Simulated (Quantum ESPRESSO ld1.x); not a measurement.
Problem. These are the eigenvalues of the occupied orbitals of an atom or ion with whole-number occupations (hartree). Method: Dirac Kohn-Sham, exchange-only B88, spin-unpolarised, spherical densities, point nucleus; computed with ld1.x of Quantum ESPRESSO 7.5.

orbital  eigenvalue
1s1/2      -2039.98
2s1/2      -343.108
2p1/2      -326.671
2p3/2      -295.168
3s1/2      -78.5918
3p1/2      -71.4041
3p3/2      -64.8260
3d3/2      -52.5059
3d5/2      -51.0690
4s1/2      -17.5153
4p1/2      -14.6592
4p3/2      -13.1723
4d3/2      -8.46598
4d5/2      -8.19411
5s1/2      -3.96876
5p1/2      -3.11797
5p3/2      -2.87738
4f5/2      -2.51465
4f7/2      -2.47284
6p1/2      -1.14226

Which element is it, and in what charge state? The configuration may be excited. Open shells, if any, fill j = l - 1/2 first.

Solution. Z = 67, holmium, charge +4: Ho4+ in [Kr] 4d10 4f9 5s2 5p4 6p2. The list shows which subshells hold electrons but not how many an open one holds; the 1s level, -2040 hartree, gives Z - s = 63.9 by -(Z - s)^2/2, which with screening and relativity narrows Z to a few neighbours, and the depths of the outer levels then fix element, charge and occupations together.
